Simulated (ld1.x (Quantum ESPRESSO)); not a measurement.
gadolinium: ultrasoft pseudisation with PBEsol, scalar-relativistic reference atom.

```json
{
 "Element": "Gd (Z = 64)",
 "Generator": "ld1.x (Quantum ESPRESSO) 7.5",
 "Type": "ultrasoft",
 "Functional": "PBEsol",
 "Relativity": "scalar-relativistic",
 "Frozen core": "[Xe]",
 "Valence charge": "10",
 "Reference configuration": "4f7 5d1 6s1.75 6p0.25",
 "Partial waves": "6s (bound): rcut 3.10, rcutus 3.95 bohr; 6s channel at 0.05 Ry: rcut 3.10, rcutus 3.95 bohr; 6p (bound): rcut 3.25, rcutus 4.25 bohr; 6p channel at 1.35 Ry: rcut 3.25, rcutus 4.25 bohr; 5d (bound): rcut 2.35, rcutus 2.60 bohr; 5d channel at 4.5 Ry: rcut 2.35, rcutus 2.60 bohr; 4f (bound): rcut 1.25, rcutus 1.45 bohr; 4f channel at 1.3 Ry: rcut 1.25, rcutus 1.45 bohr",
 "Local potential": "all-electron potential smoothed inside 2.60 bohr (lloc = -1)",
 "Core correction": "none",
 "Augmentation charge": "built from norm-conserving waves at rcut, not smoothed further"
}
```

All-electron outer shells of the reference configuration (PBEsol, scalar-relativistic, ld1.x):

| shell | level (eV) | outermost node (bohr) | outermost maximum (bohr) |
| --- | --- | --- | --- |
| 5s | -50.10 | 0.65 | 1.20 |
| 5p | -27.61 | 0.70 | 1.35 |
| 4f | -9.07 | – | 0.56 |
| 6s | -4.34 | 1.60 | 3.37 |
| 5d | -2.82 | 0.79 | 1.95 |
| 6p | -1.48 | 1.92 | 4.55 |

(1) Is a potential produced?

Answers

(1) No. ld1.x (Quantum ESPRESSO) 7.5 stopped with "chargeps: negative rho": the pseudo-density turned negative during the self-consistent test, most likely because a state had been found with a wrong node count and its wave set to zero before. Before that it printed "Warning: n=1, l=0 expected 0 nodes, found 1".
